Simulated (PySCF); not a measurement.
Species: C₆H₁₀P₂S.
Cartesian coordinates in Å at the PBE0-D3(BJ)/def2-SVP level; atoms count from 1:
```
atom  x, y, z in Å
C1    -0.7245   -2.1326    1.0347
P2    -0.9129   -0.2947    1.1635
C3    -1.8675    0.0343   -0.3966
P4    -2.0640    1.8266   -0.8624
C5     0.7504    0.2451    0.6254
C6     1.4814   -0.1859   -0.5294
C7     2.6875    0.4455   -0.6616
S8     2.9577    1.5709    0.6101
C9     1.4463    1.1991    1.3305
H10   -0.0327   -2.4772    1.8175
H11   -0.3464   -2.4646    0.0551
H12   -1.7030   -2.6039    1.2146
H13   -1.4309   -0.4878   -1.2657
H14   -2.8827   -0.3754   -0.2612
H15   -2.3160    2.3227    0.4559
H16   -0.6794    2.1775   -0.8102
H17    1.1240   -0.9350   -1.2382
H18    3.4372    0.3084   -1.4402
H19    1.1285    1.7034    2.2428
```

Definitions: NICS(0) = −σiso at the ring centroid; NICS(1) = −σiso and NICS(1)zz = −σzz at ±1 Å along the ring normal z. Level: GIAO KT2/pcSseg-1 (PySCF, non-relativistic, gas phase) on the PBE0-D3(BJ)/def2-SVP geometry, one conformer.

Ring bond lengths (Å): C5–C6 1.433, C6–C7 1.368, C7–S8 1.720, S8–C9 1.715, C9–C5 1.375.

Q: Give the NICS values of each ring in ppm.

A: 
```tsv
ring	type	NICS(0)	NICS(1), two faces	NICS(1)zz, two faces	rms pucker (Å)	centre to ring atoms, mean (Å)
C5–C6–C7–S8–C9	5-membered ring with S; formal bonds all aromatic	-12.4	-11.3 / -11.1	-27.2 / -27.1	0.00	1.29
```

Q: What can be read from them?

A: 
- C5–C6–C7–S8–C9: mean NICS(1)zz -27.2 ppm, shielded. The ring is flat and has no four-coordinate atom; by the NICS criterion it is aromatic.

Q: And the bond-length index? Use HOMA with the parameters of Krygowski (1993).

A: 
- C5–C6–C7–S8–C9: HOMA 0.80; the largest term is that of C5–C6, α(R − Ropt)² = 0.52. The geometric and the magnetic index point the same way.

Q: At the second NICS(1) probe listed for ring C5–C6–C7–S8–C9, 1 Å off the ring, how large is the induced field along the normal in 11.7 T applied along it?

A: NICSzz × B0 = -27.1 ppm × 11.7 T = -317 μT, against the applied field.

Q: What are the shieldings of the ring atoms and their hydrogens in the same run (means over atoms taken as equivalent)?

A: 
```json
{"atoms": "C5", "environment": "substituted aromatic carbon", "σ isotropic (ppm)": "48.4", "principal values of the symmetric part, first atom (ppm)": "-12.9, 18.6, 139.6"}
{"atoms": "C6", "environment": "aromatic CH carbon", "σ isotropic (ppm)": "63.8", "principal values of the symmetric part, first atom (ppm)": "-14.7, 50.1, 156.1"}
{"atoms": "C7", "environment": "aromatic CH next to a ring sulfur", "σ isotropic (ppm)": "59.7", "principal values of the symmetric part, first atom (ppm)": "-20.0, 59.7, 139.4"}
{"atoms": "S8", "environment": "thiophene-type sulfur", "σ isotropic (ppm)": "289.6", "principal values of the symmetric part, first atom (ppm)": "172.1, 284.2, 412.5"}
{"atoms": "C9", "environment": "aromatic CH next to a ring sulfur", "σ isotropic (ppm)": "52.6", "principal values of the symmetric part, first atom (ppm)": "-34.2, 59.5, 132.5"}
{"atoms": "H17", "environment": "aromatic hydrogen", "σ isotropic (ppm)": "24.02", "principal values of the symmetric part, first atom (ppm)": "20.2, 23.8, 28.1"}
{"atoms": "H18", "environment": "aromatic hydrogen", "σ isotropic (ppm)": "24.05", "principal values of the symmetric part, first atom (ppm)": "20.7, 24.4, 27.0"}
{"atoms": "H19", "environment": "aromatic hydrogen", "σ isotropic (ppm)": "23.93", "principal values of the symmetric part, first atom (ppm)": "20.8, 24.9, 26.0"}
```

Q: How do the values depend on the level or the medium?

A: 
```csv
level,"NICS(0), C5–C6–C7–S8–C9","mean NICS(1)zz, C5–C6–C7–S8–C9"
"KT2/pcSseg-1, gas",-12.4,-27.2
"PBE0/pcSseg-1, gas",-12.1,-27.1
"PBE0/pcSseg-1, IEF-PCM benzene",-12.0,-27.1
"PBE0/pcSseg-1, IEF-PCM dichloromethane",-11.9,-27.1
```

The geometry is the same throughout; the continuum's cavity takes Bondi-type radii × 1.2.
